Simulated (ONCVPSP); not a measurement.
## Se (Z = 34): one change to an ONCV potential, before and after

Se, optimised norm-conserving Vanderbilt (ONCV), made with ONCVPSP 4.0.1 (PBE, fully relativistic). Core [Ne], reference 3s2 3p6 3d10 4s2 4p3 (charge +1). Waves: 3s+4s: rc 0.95 bohr, ncon 4, nbas 9, qcut 14.2 1/bohr, 3 projectors, debl 0.4 Ha; 3p+4p: rc 1.00 bohr, ncon 4, nbas 8, qcut 10.8 1/bohr, 2 projectors; 3d: rc 0.80 bohr, ncon 4, nbas 9, qcut 16.8 1/bohr, 2 projectors, debl 3.8 Ha. Local part: polynomial inside 0.55 bohr (lpopt 5, dvloc0 -1 Ha). Core correction: Teter function, fcfact 5, rcfact 1.5.

Open shells are filled in proportion to 2j + 1.

In the s channel the program set the typed energies aside and used -8.229, -0.987, 0.250 Ha.

Change: p: rc 0.82.

Cutoffs: the cutoffs (Ha) at which the residual kinetic energy of the hardest occupied pseudo-wave falls to 1 and 0.1 mHa per electron; they do not see the model core or the augmentation charge, which bear on the density cutoff. Errors are all-electron minus pseudo energies relative to the spin-unpolarised reference configuration.

Problem. What does the change do?

Solution. The potential gets neither clearly harder nor softer (133 Ha and 318 Ha → 133 Ha and 318 Ha); the d channel sets the loose cutoff, while the largest relative change is in p, which becomes harder; of the 4 tests that both files solve, the error grows in 4 and shrinks in 0 by more than 15 % and 0.3 meV (median size 0.5 → 1.4 meV); neither file shows a bound ghost. That the errors move this way runs against the usual rule that smaller radii transfer better.

```tsv
quantity	base	changed
cutoff, loose	133 Ha	133 Ha
cutoff, tight	318 Ha	318 Ha
loose cutoff by channel	s 69 Ha, p 57 Ha, d 133 Ha	s 69 Ha, p 95 Ha, d 133 Ha
bound ghosts	none	none
GHOST(+) flags under 300 eV	none	none
error for 3s2 3p6 3d10 4s2 4p4, meV [ΔE -10.85 eV]	-0.3	-1.1
error for 3s2 3p6 3d10 4s2 4p2, meV [ΔE 20.35 eV]	+0.7	+1.8
error for 3s2 3p6 3d10 4s2 4p1, meV [ΔE 51.23 eV]	+2.1	+4.4
error for 3s2 3p6 3d10 4s1 4p4, meV [ΔE 11.53 eV]	0.0	-0.8
s: phases at 0.96 bohr within 0.05 rad from the reference energy up to (Ha; the scan ends near 5)	to the end of the scan	to the end of the scan
d5/2: phases at 0.81 bohr within 0.05 rad from the reference energy up to (Ha; the scan ends near 5)	to the end of the scan	to the end of the scan
d3/2: phases at 0.81 bohr within 0.05 rad from the reference energy up to (Ha; the scan ends near 5)	to the end of the scan	to the end of the scan
rms error of d²Exc/dni dnj with the model core, mHa	6.31	6.35
```
